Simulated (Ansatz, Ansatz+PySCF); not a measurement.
| atom | x (Å) | y (Å) | z (Å) |
| --- | --- | --- | --- |
| C | 1.3566 | 0.0132 | -0.0293 |
| C | 0.7336 | 1.2373 | -0.0184 |
| C | -0.7330 | 1.1837 | -0.0253 |
| C | -1.3997 | -0.0477 | -0.0141 |
| C | -0.7171 | -1.2376 | -0.0352 |
| C | 0.7418 | -1.1853 | -0.0042 |
| H | 2.4791 | 0.0123 | -0.0476 |
| H | 1.2939 | 2.1553 | 0.0015 |
| H | -1.2833 | 2.1480 | 0.0302 |
| H | -2.4381 | -0.0013 | 0.0031 |
| H | -1.2206 | -2.1799 | 0.0363 |
| H | 1.2124 | -2.1906 | 0.0144 |

Basis set: def2-SVP (spherical functions). Correlated methods keep 6 orbitals frozen. Charge 0, multiplicity 1.

Computed with Ansatz (development build ahead of 0.2.0); each method stands on the lowest determinant of its kind that the runs found. Restricted open shells among the atoms or ions are ROHF, correlated in semicanonical orbitals with singles. Restricted functionals stand beside restricted open-shell atoms, which can lie above the unrestricted atoms usual in DFT and then raise those values.

The atomization energy at this shape (free ground-state atoms in the same class of orbitals less the molecule, no zero-point energy) of singlet C₆H₆:

```tsv
method	atomization energy
ωB97X (restricted)	59.83 eV
ωB97X (unrestricted)	59.40 eV
r²SCAN (unrestricted)	59.87 eV
r²SCAN (restricted)	60.33 eV
PBE0 (restricted)	60.63 eV
PBE0 (unrestricted)	60.36 eV
PBE (unrestricted)	61.42 eV
PBE (restricted)	61.62 eV
UHF-MP2	57.01 eV
UHF	44.99 eV
RHF	45.52 eV
```

Question: What does RHF-MP2 give?

Answer: 58.04 eV. Caution: the shape is not the minimum. Caution for UHF-MP2: a plain start can end on a higher determinant; another reference gives a lower total. Caution for UHF-MP2, UHF: the unrestricted determinant is spin contaminated.
